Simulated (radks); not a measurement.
The molybdenum anion Mo- inside a hard spherical wall (all orbitals vanish at R), configuration held at [Kr] 4d5 5s2 and not refilled when levels cross. Calculated with a radial shooting solver on a logarithmic mesh with Libxc functionals: scalar-relativistic Kohn-Sham, PBEsol, spin-polarised, spherical densities, finite nucleus; open shells are filled with parallel spins first (spin-orbit coupling, left out, can overturn this in heavy ions); Fermi nuclear charge, rms radius 4.4091 fm. Eigenvalues in eV for spin up, with the zero of energy where the potential of the charges vanishes at infinity; a dash marks a level that is unbound or too diffuse for the functional's potential to be trusted. A positive occupied level is held by the wall or, in an anion where self-interaction has pushed it up, behind a barrier. The pressure on the wall is -dE/dV.

| R (bohr) | E (hartree) | kinetic (hartree) | e(4s) | e(4p) | e(5s) | e(4d) | e(5p, empty) | e(6s, empty) | pressure (GPa) |
|---|---|---|---|---|---|---|---|---|---|
| 20 | -4046.56804 | 4171.891 | -59.849 | -34.113 | -0.018 | 0.412 | 2.172 | 2.228 | 0.000608 |
| 15 | -4046.56694 | 4171.893 | -59.680 | -33.943 | 0.135 | 0.586 | 2.527 | 3.043 | 0.00465 |
| 10 | -4046.55788 | 4171.929 | -59.097 | -33.355 | 0.625 | 1.164 | 3.448 | 5.939 | 0.127 |
| 8 | -4046.53500 | 4172.024 | -58.279 | -32.535 | 1.321 | 1.934 | 4.590 | 9.674 | 0.790 |
| 5 | -4046.22140 | 4173.172 | -53.058 | -27.428 | 6.699 | 6.593 | 12.228 | 32.551 | 30.7 |
| 4 | -4045.59912 | 4175.258 | -47.355 | -21.982 | 14.685 | 11.927 | 22.692 | 60.462 | 159 |
| 2.5 | -4038.99738 | 4196.920 | -21.001 | 4.133 | 77.341 | 42.447 | 96.095 | 225.23 | 4870 |
| 1.5 | -3985.41475 | 4345.883 | 88.637 | 124.23 | 413.67 | 183.01 | 445.99 | 902.14 | 162000 |
